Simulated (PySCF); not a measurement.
## Working out the ionisation energy of Cr¹²⁺

Cr¹²⁺ [Ne] 3s2 (1S) → Cr¹³⁺ [Ne] 3s1 (2S). Computed with PySCF 2.14 in an uncontracted even-tempered set (17 s from 0.81 bohr⁻², ratio 2.5; 11 p from 1.1 bohr⁻², ratio 2.5; 5 d from 4.4 bohr⁻², ratio 2.7; 4 f from 6.6 bohr⁻², ratio 2.7), with no relativity, point nucleus. Frozen: 1s2; the 18 highest virtual orbitals dropped. Energies in hartree (1 hartree = 27.21139 eV):

| part | Cr¹²⁺ (lower) | Cr¹³⁺ (upper) |
| --- | --- | --- |
| UHF | -984.075076 | -971.239759 |
| MP2 opposite-spin | -0.295894 | -0.225275 |
| MP2 same-spin | -0.091016 | -0.082325 |

**Question.** What does Hartree-Fock give?

**Answer.** (-971.239759) − (-984.075076) = 12.835317 hartree = 349.267 eV.

**Question.** What do MP2 and SCS-MP2 (6/5 opposite-spin, 1/3 same-spin) give?

**Answer.** The opposite-spin parts differ by 1.922 eV and the same-spin parts by 0.236 eV. MP2: 349.267 + (1.922) + (0.236) = 351.425 eV. SCS-MP2: 349.267 + 1.2 × (1.922) + (0.236)/3 = 351.652 eV.

A first-order spin-orbit estimate adds 0.000 eV to MP2 (outer shells), giving 351.425 eV against 354.7 ± 0.3 eV (semi-empirical (NIST evaluation); NIST Atomic Spectra Database, ionization energies).

The calculation is non-relativistic.

What remains against the reference includes basis incompleteness, the frozen core and correlation beyond second order.
